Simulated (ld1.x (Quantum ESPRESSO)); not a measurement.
## Ranking TM potentials for rubidium (Rb)

All share these settings but for the change named:

Rb, norm-conserving Troullier–Martins (Kleinman–Bylander form), made with ld1.x (Quantum ESPRESSO) 7.5 (PBE, non-relativistic). Core [Ar] 3d10, reference 4s2 4p6 5s1 5p0. Waves: 4s (bound): rc 1.85 bohr; 4p (bound): rc 2.25 bohr; 4d channel at -0.15 Ry: rc 2.05 bohr. Local part: the d channel. Core correction: none.

Occupied shells without a wave of their own: 5s. They enter only through the test configuration that unscreens the potential.

Cutoff: the first of the cutoffs (Ry, on a coarse ladder) from which the occupation-weighted sum of valence levels, in a spherical-Bessel basis at the reference potential, stays within 10 and 1 mRy of its value at 400 Ry; the density cutoff is not measured.

The base gives 35 Ry.

Of 7 variants that were run, those that failed, showed a ghost or another fault, or gave nearly equal values are left out.

Question: Rank these variants from softest to hardest (loose cutoff).
A. wave 4s (bound): rc 1.85 bohr becomes 4s (bound): rc 2.78 bohr
B. wave 4s (bound): rc 1.85 bohr becomes 4s (bound): rc 2.20 bohr
C. wave 4s (bound): rc 1.85 bohr becomes 4s (bound): rc 1.94 bohr
D. wave 4s (bound): rc 1.85 bohr becomes 4s (bound): rc 1.66 bohr
E. wave 4s (bound): rc 1.85 bohr becomes 4s (bound): rc 1.42 bohr

Answer: A (15 Ry), B (18 Ry), C (30 Ry), D (45 Ry), E (55 Ry).
